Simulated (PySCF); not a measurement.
Isomers of C4H9NOSi, mass 115.045 u with the commonest isotopes. Method: PBE0-D3(BJ)/def2-SVP geometry optimisation, gas phase (PySCF). One conformer each, none proved a minimum here; rigid rotors.

Question: Order these by dipole moment, smallest first.
A. `[CH2:1]=[N:2][C@H:3]1[CH2:4][CH2:5][SiH2:6][O:7]1` with C1–N2–C3–C4 -124°, N2–C3–C4–C5 84°, C3–C4–C5–Si6 36°, C4–C5–Si6–O7 -20°, C5–Si6–O7–C3 -3°
B. `[O:1]=[CH:2][N:3]1[CH2:4][CH2:5][CH2:6][SiH2:7]1` with O1–C2–N3–C4 179°, C2–N3–C4–C5 156°, N3–C4–C5–C6 42°, C4–C5–C6–Si7 -39°, C5–C6–Si7–N3 22°
C. `[O:1]=[CH:2][C@@H:3]1[CH2:4][NH:5][SiH2:6][CH2:7]1` with O1–C2–C3–C4 -1°, C2–C3–C4–N5 -166°, C3–C4–N5–Si6 26°, C4–N5–Si6–C7 -4°, N5–Si6–C7–C3 -19°
D. `[H]/[N:1]=[CH:2]\[Si@@H:3]1[CH2:4][CH2:5][CH2:6][O:7]1` with N1–C2–Si3–C4 -123°, C2–Si3–C4–C5 -138°, Si3–C4–C5–C6 35°, C4–C5–C6–O7 -41°, C5–C6–O7–Si3 26°

Answer: A (1.30 D), C (1.80 D), D (3.02 D), B (4.17 D).

Question: Order these by radius of gyration √(Σ m r²/M), largest first.
A. `[O:1]=[CH:2][N:3]1[CH2:4][CH2:5][CH2:6][SiH2:7]1` with O1–C2–N3–C4 179°, C2–N3–C4–C5 156°, N3–C4–C5–C6 42°, C4–C5–C6–Si7 -39°, C5–C6–Si7–N3 22°
B. `[CH2:1]=[N:2][C@H:3]1[CH2:4][CH2:5][SiH2:6][O:7]1` with C1–N2–C3–C4 -124°, N2–C3–C4–C5 84°, C3–C4–C5–Si6 36°, C4–C5–Si6–O7 -20°, C5–Si6–O7–C3 -3°
C. `[H]/[N:1]=[CH:2]\[Si@@H:3]1[CH2:4][CH2:5][CH2:6][O:7]1` with N1–C2–Si3–C4 -123°, C2–Si3–C4–C5 -138°, Si3–C4–C5–C6 35°, C4–C5–C6–O7 -41°, C5–C6–O7–Si3 26°

Answer: C (1.963 Å), A (1.860 Å), B (1.745 Å).

Question: Order these by out-of-plane moment Σ m c² = (Ia + Ib − Ic)/2, largest first.
A. `[CH2:1]=[N:2][C@H:3]1[CH2:4][CH2:5][SiH2:6][O:7]1` with C1–N2–C3–C4 -124°, N2–C3–C4–C5 84°, C3–C4–C5–Si6 36°, C4–C5–Si6–O7 -20°, C5–Si6–O7–C3 -3°
B. `[O:1]=[CH:2][N:3]1[CH2:4][CH2:5][CH2:6][SiH2:7]1` with O1–C2–N3–C4 179°, C2–N3–C4–C5 156°, N3–C4–C5–C6 42°, C4–C5–C6–Si7 -39°, C5–C6–Si7–N3 22°
C. `[O:1]=[CH:2][C@@H:3]1[CH2:4][NH:5][SiH2:6][CH2:7]1` with O1–C2–C3–C4 -1°, C2–C3–C4–N5 -166°, C3–C4–N5–Si6 26°, C4–N5–Si6–C7 -4°, N5–Si6–C7–C3 -19°
D. `[H]/[N:1]=[CH:2]\[Si@@H:3]1[CH2:4][CH2:5][CH2:6][O:7]1` with N1–C2–Si3–C4 -123°, C2–Si3–C4–C5 -138°, Si3–C4–C5–C6 35°, C4–C5–C6–O7 -41°, C5–C6–O7–Si3 26°

Answer: A (46.84 u·Å²), D (24.80 u·Å²), C (14.34 u·Å²), B (10.86 u·Å²).

```tsv
SMILES	point group	Ia (u·Å²)	Ib (u·Å²)	Ic (u·Å²)	κ	μa (D)	μb (D)	μc (D)
O=CN1CCC[SiH2]1	C1	124.94	283.90	387.12	-0.65	3.77	1.78	0.26
[H]/N=C\[Si@@H]1CCCO1	C1	98.43	369.68	418.51	-0.92	2.60	1.53	0.13
C=N[C@H]1CC[SiH2]O1	C1	144.37	252.75	303.44	-0.64	0.96	0.30	0.82
O=C[C@@H]1CN[SiH2]C1	C1	99.41	359.82	430.55	-0.88	1.57	0.50	0.73
```
